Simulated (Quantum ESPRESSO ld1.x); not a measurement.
Problem. The mean radii <r> (bohr) of the occupied orbitals of an atom or ion are listed with their occupations. Calculated with ld1.x of Quantum ESPRESSO 7.5: Dirac Kohn-Sham, PW86 exchange with PBE correlation, spin-unpolarised, spherical densities, point nucleus.

orbital  occ.      <r>
1s1/2       2  0.03343
2s1/2       2   0.1453
2p1/2       2   0.1236
2p3/2       4   0.1284
3s1/2       2   0.4021
3p1/2       2   0.3955
3p3/2       4   0.4060
3d3/2       4   0.3821
3d5/2       6   0.3856
4s1/2       2    1.011
4p1/2       2    1.091
4p3/2       4    1.119
4d3/2       4    1.437
4d5/2       1    1.449

Name the element and its charge. Open shells, if any, fill j = l - 1/2 first.

Solution. Z = 44, ruthenium, charge +3: Ru3+ in [Kr] 4d5. The 1s radius gives Z: for a bare nucleus <r> = (2 gamma + 1)/(2Z) with gamma = sqrt(1 - (Z/c)^2), 0.03289 bohr for Z = 44, and screening makes it slightly larger (0.03343 here). The occupations add up to 41, and the charge is Z minus that.
